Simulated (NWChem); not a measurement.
System: BHCl$_{2}$; SMILES ClBCl

```xyz
4

B     -0.6922    -0.0065     0.0000
H     -1.8920    -0.0207     0.0000
Cl     0.1704     0.0037    -1.5101
Cl     0.1704     0.0037     1.5101
```
Atoms are numbered in this order, from 1.

Results from NWChem. Structure relaxed at the PBE0/def2-SVP level. GIAO values for the isolated, static molecule; σ is the absolute isotropic shielding, δ = σ(reference) − σ with the isolated reference molecule computed at the same levels (11B: boron trifluoride, 1H: tetramethylsilane).

For level KT2/pcSseg-1:

- δ B1 (ppm) = 45.3
- δ H2 (ppm) = 6.37

**Question.** What are these values for level B3LYP/IGLO-III?

**Answer.** 
| Item | Value |
|---|---|
| δ B1 (ppm) | 53.0 |
| δ H2 (ppm) | 6.53 |
